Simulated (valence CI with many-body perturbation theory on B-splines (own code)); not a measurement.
# Kr XXXI: key properties

Computed by relativistic CI+MBPT: four valence electrons over a frozen Dirac-Fock core [He], a basis of 11 s, 11 p, 9 d, 7 f, 5 g, 2 h, 1 i functions for each j, with the one-electron correlation potential Σ1 (screened to all orders), the two-electron term Σ2, the three-electron term Σ3, Breit, model QED; selected single and double excitations, second order for the rest (own B-spline code, finite nucleus).

The last digits are not significant, and no measured levels were compared; by estimate large intervals hold to a few tenths of a per cent, small ones and those within an open d or f shell to about a per cent. Among the levels kept, up to 250 cm⁻¹ of a level comes from second order outside the variational space, and about a tenth of that is noise between levels of different J, which matters for small intervals.

Levels are named by their leading jj configuration (3d3/2^4 stands for four electrons in 3d with j = 3/2), which in mixed levels can hold well under half, so a name can repeat and another be missing.

Rates and lifetimes use the calculated energies. Strong lines usually hold to 10 to 20 %, long lifetimes can be off by a factor of two.

**Question.** What is the ground level?

**Answer.** (2s^2 2p1/2^2) J=0, composition 79 % 2s2.2p2 3P + 20 % 2s2.2p2 1S.

**Question.** What are the static dipole polarisabilities of the lowest levels?

**Answer.** (2s^2 2p1/2^2) J=0 0.00295; (2s^2 2p1/2 2p3/2) J=1 0.00338 (tensor 0.00018); (2s^2 2p1/2 2p3/2) J=2 0.00320 (tensor 0.00035) bohr³, of which the core gives 5.19e-06.

**Question.** How well does LS coupling describe the low levels?

**Answer.** Among the lowest 20 levels the leading LS term, summed over configurations, holds 69 % on average. For single configurations the figures are 68 % in LS and 91 % in jj coupling. Terms mix most in the J = 2 level at 18.81 Ry, where the leading one holds 46 %.

**Question.** Name the longest-lived excited levels whose lifetime is computed, and their main decay.

**Answer.** (2s^2 2p1/2 2p3/2) J=2 at 4.36 Ry lives 255 μs, mostly by M1 to (2s^2 2p1/2 2p3/2) J=1; (2s^2 2p1/2 2p3/2) J=1 at 3.61 Ry lives 1.13 μs, mostly by M1 to (2s^2 2p1/2^2) J=0; (2s^2 2p3/2^2) J=2 at 8.52 Ry lives 495 ns, mostly by M1 to (2s^2 2p1/2 2p3/2) J=1.

**Question.** Among levels below 167.61 Ry, which E1 lines absorb most strongly from the ground level?

**Answer.** to (2s^2 2p1/2 3d3/2) J=1 at 0.5867 nm, f = 1.37; to (2s 2p1/2^2 3p3/2) J=1 at 0.5730 nm, f = 0.388; to (2s 2p1/2^2 2p3/2) J=1 at 6.533 nm, f = 0.113.

**Question.** Where does the other parity begin?

**Answer.** At (2s 2p1/2^2 2p3/2) J=2, 10.71 Ry.

**Question.** What is the ionisation energy?

**Answer.** 3590.4 eV; NIST lists 3584 ± 4 eV (semi-empirical).
